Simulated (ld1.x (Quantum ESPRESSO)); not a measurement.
**Which change was made? (N, TM)**

| Quantity | Value |
| --- | --- |
| Element | nitrogen |
| Generator | ld1.x (Quantum ESPRESSO) 7.5 |
| Type | norm-conserving Troullier–Martins (Kleinman–Bylander form) |
| Functional | PBE |
| Relativity | fully relativistic |
| Frozen core | [He] |
| Valence charge | 5 |
| Reference configuration | 2s2 2p2 (charge +1) |
| Partial waves | 2s (bound): rc 0.80 bohr; 2p (bound): rc 2.40 bohr; 3d channel at 0.1 Ry: rc 2.30 bohr |
| Local potential | all-electron potential smoothed inside 1.20 bohr (lloc = -1) |
| Core correction | Bessel-smoothed model core, default radius (core density twice the valence density) |

Open shells are filled in proportion to 2j + 1 (rel_dist='average').

Cutoffs, loose and tight: the cutoffs (Ry, on a coarse ladder) from which the occupation-weighted sum of valence levels, in a spherical-Bessel basis at the reference potential, stays within 10 and 1 mRy of its value at 400 Ry. They do not see the model core or the augmentation charge, which bear on the density cutoff. Test errors are all-electron minus pseudo excitation energies from the reference, over the configurations 2s2 2p3; 2s2 2p1; 2s2 2p0; 2s1 2p4; 2s0 2p5; 2s2 2p2.5; 2s2 2p3.3; variants that change the core or the reference have their own tests.

The base gives: outcome: generated; cutoff, loose: 55 Ry; cutoff, tight: 140 Ry; bound ghosts: none; largest test error (meV): +1976.

After one change the result is: outcome: generated; cutoff, loose: 60 Ry; cutoff, tight: 140 Ry; bound ghosts: none; largest test error (meV): +335. Which change was it?
A. type RRKJ; local potential all-electron potential smoothed inside 1.00 bohr (lloc = -1)
B. reference 2s1.75 2p3.25
C. wave 2p (bound): rc 2.40 bohr becomes 2p (bound): rc 1.44 bohr
D. wave 2s (bound): rc 0.80 bohr becomes 2s (bound): rc 0.56 bohr

C. The others give: reference 2s1.75 2p3.25 → outcome: generated; cutoff, loose: 50 Ry; cutoff, tight: 140 Ry; bound ghosts: none; largest test error (meV): +3253 | wave 2s (bound): rc 0.80 bohr becomes 2s (bound): rc 0.56 bohr → outcome: generated; cutoff, loose: 260 Ry; cutoff, tight: over 300 Ry; bound ghosts: none; largest test error (meV): +1977 | type RRKJ; local potential all-electron potential smoothed inside 1.00 bohr (lloc = -1) → outcome: generated; cutoff, loose: 60 Ry; cutoff, tight: 90 Ry; bound ghosts: none; largest test error (meV): +2770.
